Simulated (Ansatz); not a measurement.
## Ansatz (development build ahead of 0.2.0) run

```yaml
crystal:
  periodic: [false, false, false]
  atoms:
    - { symbol: C, position_ang: [0.0, 0.0, 0.0] }
basis:
  gaussian: { orbitals: STO-3G }
magnetization:
  spin_polarized: true
  initial_magnetization: 2
hamiltonian:
  xc: hf
correlation:
  method: mp2
  frozen_orbitals: { C: 1 }
```

The input is written out in the form of the current development build from the run's settings.

Results

* Converged: yes
* Reference energy: -37.19839 hartree
* Correlation energy: -0.00984 hartree
* Total energy: -37.20823 hartree
* Spin squared of the determinant: 2.000
